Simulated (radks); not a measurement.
Task: C+, configuration [He] 2s2 2p1. Method: scalar-relativistic Kohn-Sham, r2SCAN, spin-polarised, spherical densities, finite nucleus; open shells are filled with parallel spins first; meta-GGA in the generalised Kohn-Sham scheme; Fermi nuclear charge, rms radius 2.4702 fm; computed with a radial shooting solver on a logarithmic mesh with Libxc functionals. Some entries of the table are withheld. Estimate them.

orbital,occ.,eigenvalue (eV),<1/r> (bohr^-1),r(max) (bohr)
1s up,1,-292.5977,5.655,0.1741
1s down,1,-291.9263,5.666,0.1739
2s up,1,-27.4036,0.9889,(1)
2s down,1,-24.9406,0.9623,(2)
2p up,1,(3),0.8796,(4)
2p down,0,(5),0.8517,(6)

Result: 
(1) 2s up r(max) (bohr): 1.169
(2) 2s down r(max) (bohr): 1.187
(3) 2p up eigenvalue (eV): -17.7640
(4) 2p up r(max) (bohr): 1.114
(5) 2p down eigenvalue (eV): -15.4573
(6) 2p down r(max) (bohr): 1.155
